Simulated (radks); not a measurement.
Removal energies from the silver ion Ag13+, [Ar] 3d10 4s2 4p(1/2: 2, 3/2: 2), by Delta-SCF beside the eigenvalue of the level emptied. Calculated with a radial shooting solver on a logarithmic mesh with Libxc functionals: Dirac Kohn-Sham, PBE, spin-unpolarised, spherical densities, finite nucleus; Fermi nuclear charge, rms radius of each element as measured or else 0.836 A^(1/3) + 0.57 fm. Sub-shells are occupied by j as written (lower j first in brackets).

removed from                             final configuration  Delta-SCF (eV)  -eigenvalue (eV)
4p3/2                       [Ar] 3d10 4s2 4p(1/2: 2, 3/2: 1)          322.09            309.28
4p1/2                       [Ar] 3d10 4s2 4p(1/2: 1, 3/2: 2)          329.42            316.34
4s1/2                       [Ar] 3d10 4s1 4p(1/2: 2, 3/2: 2)          366.39            352.93
3d5/2         [Ar] 3d(3/2: 4, 5/2: 5) 4s2 4p(1/2: 2, 3/2: 2)          674.44            645.50
